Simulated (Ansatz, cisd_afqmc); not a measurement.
System: H$_{3}$BO$_{3}$, charge 0, singlet. H3BO3 (SMILES OB(O)O).
B3LYP-D3(BJ)/def2-TZVP minimum from Ansatz (a quantum-chemistry and plane-wave program):
```
B
O 1 1.3634
H 2 0.9616 1 112.25
O 1 1.3703 2 116.47 3 -180.00
H 4 0.9592 1 115.85 2 -180.00
O 1 1.3801 2 118.33 3 0.00
H 6 0.9598 1 116.32 2 -180.00
```

Total energies in cc-pVTZ, 24 correlated electrons, 4 frozen orbitals. Open shells are spin-unrestricted; no spin-orbit coupling. Cores are frozen in correlated methods. No relativity. The Monte Carlo rows (phaseless AFQMC, CISD trial, step 0.005/hartree) carry one-sigma bars that omit the constraint's bias. Outlying blocks are dropped, and bars are widened where a walk drifts. Over all cases where full CI ran beside it in this data, AFQMC minus full CI had a median of +0.1 mEh and passed +0.4 mEh in a tenth of the cases.

```json
[
 {"method": "HF", "program": "Ansatz", "energy (Eh)": "-251.29344", "minus AFQMC/CISD (mEh)": "857.5 ± 0.4"},
 {"method": "MP2", "program": "Ansatz", "energy (Eh)": "-252.11186", "minus AFQMC/CISD (mEh)": "39.0 ± 0.4"},
 {"method": "CCSD", "program": "Ansatz", "energy (Eh)": "-252.12052", "minus AFQMC/CISD (mEh)": "30.4 ± 0.4"},
 {"method": "CCSD(T)", "program": "Ansatz", "energy (Eh)": "-252.14966", "minus AFQMC/CISD (mEh)": "1.2 ± 0.4"},
 {"method": "AFQMC/CISD", "program": "cisd_afqmc", "energy (Eh)": "-252.1509 ± 0.0004", "minus AFQMC/CISD (mEh)": "0.0"}
]
```
